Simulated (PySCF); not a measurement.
perfluoro-THF (C4F8O), SMILES FC1(F)OC(F)(F)C(F)(F)C1(F)F.

Geometry optimised at ωB97X-D3(BJ)/def2-SVP. Other conformers were not sampled.

All values below come from M06-2X/def2-SVP (PySCF).

The molecule is in vacuum.

Q: Estimate the frontier levels, gap, dipole moment and polarisability. (An estimate is asked for; the answer gives what the named calculation found.)

A: 
- highest occupied level: -11.86 eV
- lowest empty level: 1.47 eV
- orbital gap: 13.34 eV
- dipole moment: 0.43 D
- quadrupole, principal values (traceless, Buckingham form, about the centre of nuclear charge): -1.05, 0.19, 0.87 D·Å
- mean static polarisability: 40.9 bohr³ (6.07 Å³)
- polarisability, principal values: 38.3, 39.7, 44.7 bohr³
